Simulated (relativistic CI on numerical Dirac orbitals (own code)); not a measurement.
The 4d ions of charge 6+

Calculated at this level of theory: Dirac-Coulomb-Breit CI, KLI orbitals optimised for each configuration, model QED, valence Slater integrals scaled by 0.75 (own radial code, finite nucleus).

Each species is treated in one configuration, given outside its closed core, with all valence electrons in the open shell. Radial values are for the open shell of highest l, unscaled and averaged over j; ζ includes the Breit term. Labels give the leading LS character, summed over repeated terms.

```
 Ion  Configuration  Its lowest level  LS weight (%)  F² (cm⁻¹)  F⁴ (cm⁻¹)  ζ (cm⁻¹)  Next level  E (cm⁻¹)
Tc6+             4d             ²D3/2            100                            1308       ²D5/2    3280.1
Ru6+            4d²               ³F2             97      80570      53770      1544         ³F3      2756
Rh6+            4d³                 ?              ?          ?          ?         ?           ?         ?
Pd6+            4d⁴               ⁵D0             92      87240      58150      2101         ⁵D1      1030
Ag6+            4d⁵             ⁶S5/2             97      90540      60330      2425       ⁴G5/2     25320
Cd6+            4d⁶               ⁵D4             95      93830      62490      2782         ⁵D3    3363.9
```

(1) Fill in the row of Rh6+.

Answers

(1) Its lowest level ⁴F3/2; LS weight (%) 97; F² (cm⁻¹) 83910; F⁴ (cm⁻¹) 55960; ζ (cm⁻¹) 1808; Next level ⁴F5/2; E (cm⁻¹) 1906.5.
